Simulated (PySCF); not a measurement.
Input for PySCF: R-B3LYP/6-31G* on H3NSSi (SMILES N[Si]S), a point of a torsion scan.

```python
from pyscf import gto, scf, dft, mp
from pyscf.data.elements import chemcore

mol = gto.M(
    atom='''
    N    -1.26335019   -0.12282836    0.41211330
    Si    0.35504690    0.34439776    0.84080721
    S     0.15169967    0.13752655    3.02045197
    H    -1.98004156    0.58552014    0.35361100
    H    -1.35702604   -0.73616807   -0.38475845
    H     1.39422975    0.53029622    3.27029673
    ''',
    basis='6-31g*',
    cart=True,
    charge=0, spin=0, verbose=3, max_memory=1800)
mf = dft.RKS(mol, xc='b3lyp')
mf.conv_tol = 1e-8
mf.max_cycle = 100
mf.kernel()
if not mf.converged:
    mf = mf.newton().run(mf.mo_coeff, mf.mo_occ)
```

Problem. Give the final energy of this run.

Solution. -744.2466 hartree.
